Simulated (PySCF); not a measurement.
## Frontier levels across methods

Compound: trimethylsilane, C₃H₁₀Si.
Structure used (PBE0-D3(BJ)/def2-SVP), in Å, numbered top down from 1:
```xyz
14
C3H10Si angstrom
C      0.112    1.715   -0.484
Si    -0.088    0.107    0.473
C     -1.545   -0.875   -0.204
C      1.490   -0.913    0.361
H     -0.795    2.336   -0.416
H      0.302    1.512   -1.550
H      0.956    2.308   -0.098
H     -0.352    0.432    1.915
H     -1.701   -1.803    0.368
H     -1.371   -1.151   -1.256
H     -2.476   -0.290   -0.158
H      1.711   -1.174   -0.687
H      2.354   -0.356    0.759
H      1.402   -1.850    0.932
```

Basis pcSseg-2 throughout (PySCF), one geometry. Isolated species at its PBE0-D3(BJ)/def2-SVP geometry, gas phase.

Problem. How do the orbital energies, the gap and the dipole change with the method?

Solution. 
```
   method                    kind  HOMO (eV)  LUMO (eV)  gap (eV)  μ (D)  SCF cycles
     BLYP                     GGA      -7.13      -0.15      6.98   0.55          12
     OPBE                     GGA      -7.22      -0.04      7.18   0.60          13
    B97-D                     GGA      -7.23      -0.02      7.21   0.57          13
      PBE                     GGA      -7.24      -0.16      7.09   0.58          12
      KT2                     GGA      -7.33      -0.16      7.16   0.55          13
     BP86                     GGA      -7.34       0.03      7.36   0.58          12
      LDA                     LDA      -7.34      -0.24      7.10   0.59          12
      KT3                     GGA      -7.36      -0.35      7.01   0.54          13
    B97-2           global hybrid      -8.29       0.56      8.85   0.57          11
    B3LYP           global hybrid      -8.34       0.23      8.57   0.54          11
     PBE0           global hybrid      -8.55       0.52      9.07   0.57          12
 mPW1PW91           global hybrid      -8.57       0.51      9.09   0.57          12
BHandHLYP           global hybrid      -9.78       1.00     10.78   0.53          10
CAM-B3LYP  range-separated hybrid      -9.94       1.17     11.11   0.54          10
  wB97X-D  range-separated hybrid     -10.42       2.19     12.61   0.56          11
  LC-wPBE  range-separated hybrid     -11.31       2.31     13.62   0.56          11
       HF            Hartree–Fock     -11.72       2.56     14.28   0.52           9
```

The HOMO spans 4.59 eV, from BLYP down to HF, and the gap runs from 6.98 eV (BLYP) to 14.28 eV (HF). Over the methods BLYP (0 %), OPBE (0 %), B97-D (0 %), PBE (0 %), KT2 (0 %), BP86 (0 %), LDA (0 %), KT3 (0 %), B97-2 (21 %), B3LYP (20 %), PBE0 (25 %), mPW1PW91 (25 %), BHandHLYP (50 %), HF (100 %), a straight line through the gap against the share of exact exchange rises by 0.72 eV for each 10 % (correlation coefficient 0.998). The dipole ranges from 0.52 D (HF) to 0.60 D (OPBE). This basis has no diffuse functions.

Reference dipole: 0.53 D (measured, gas; NIST CCCBDB Release 22 (SRD 101), experimental dipoles); nearest here: BHandHLYP (0.53 D). 

The vertical ΔSCF ionisation energy at CAM-B3LYP/def2-SVPD is 10.75 eV; −ε(HOMO) comes closest to it with wB97X-D (10.42 eV).
